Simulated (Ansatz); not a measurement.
Mulliken charges of `[BH2][GeH2][Cl]` from ωB97M-V/def2-TZVPP in Ansatz (PBE0-D4/def2-TZVP geometry).

| atom | x (Å) | y (Å) | z (Å) | charge (e) |
| --- | --- | --- | --- | --- |
| B1 | -1.048 | -0.056 | -0.738 | -0.134 |
| Ge2 | 0.614 | -0.122 | 0.465 | 0.180 |
| Cl3 | 1.648 | 1.784 | 0.470 | -0.306 |
| H4 | -1.721 | -1.038 | -0.843 | 0.098 |
| H5 | -1.352 | 0.934 | -1.327 | 0.111 |
| H6 | 0.270 | -0.413 | 1.937 | 0.025 |
| H7 | 1.650 | -1.157 | -0.009 | 0.025 |

Question: By hand: the dipole of these point charges (1 e Å = 4.8032 D).

Answer: Σ q r = (-0.524, -0.598, -0.143) e Å, of length 0.808 e Å = 3.88 D.

Question: How does the dipole of the full density compare? (An estimate is asked.)

Answer: Ansatz gave: (-0.322, -0.372, -0.086) e Å, 2.40 D; the point charges give 1.62 times that, at 0° from its direction.

Point charges leave out the atoms' own dipoles, such as those of lone pairs, and Mulliken's split depends on the basis, so the two needn't agree.
